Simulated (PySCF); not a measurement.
Energy of Hf²⁺ (hafnium, charge +2) between two integer charges

The 5d alpha orbital of [Xe] 4f14 5d2 is emptied in steps (occupation f), with all orbitals relaxed, ending at [Xe] 4f14 5d1. Computed with PySCF 2.14 in def2-TZVP with the def2 core potential (60 electrons), with a scalar-relativistic core potential. The exact energy is a straight line in f; departures are measured from the line between the end points of the same method.

| f | UHF (eV) | LDA (eV) | PBE (eV) |
| --- | --- | --- | --- |
| 1 | 0.000 | 0.000 | 0.000 |
| 0.8 | 0.073 | -0.817 | -0.793 |
| 0.6 | 0.107 | -1.218 | -1.195 |
| 0.4 | 0.105 | -1.224 | -1.200 |
| 0.2 | 0.069 | -0.819 | -0.803 |
| 0 | 0.000 | 0.000 | 0.000 |

Question: For UHF, how does the orbital energy at f = 1 compare with the removal energy?

Answer: −ε = 21.900 eV against a total-energy difference of 21.434 eV. By Janak's theorem ε = ∂E/∂f, so the gap between them reflects the curvature. Along the path −ε is 21.700 (f = 0.8), 21.513 (f = 0.6), 21.336 (f = 0.4), 21.169 (f = 0.2) eV.

```csv
method,E(f=0) − E(f=1) (eV),−ε at f=1 (eV),−ε at f=0.4 (eV)
UHF,21.434,21.900,21.336
LDA,22.504,17.518,23.496
PBE,22.504,17.590,23.480
```

Reference removal energy between the ground levels: 22.55 ± 0.04 eV (theoretical estimate listed by NIST; NIST Atomic Spectra Database, ionization energies). The calculation has no spin-orbit coupling. UHF lacks correlation.
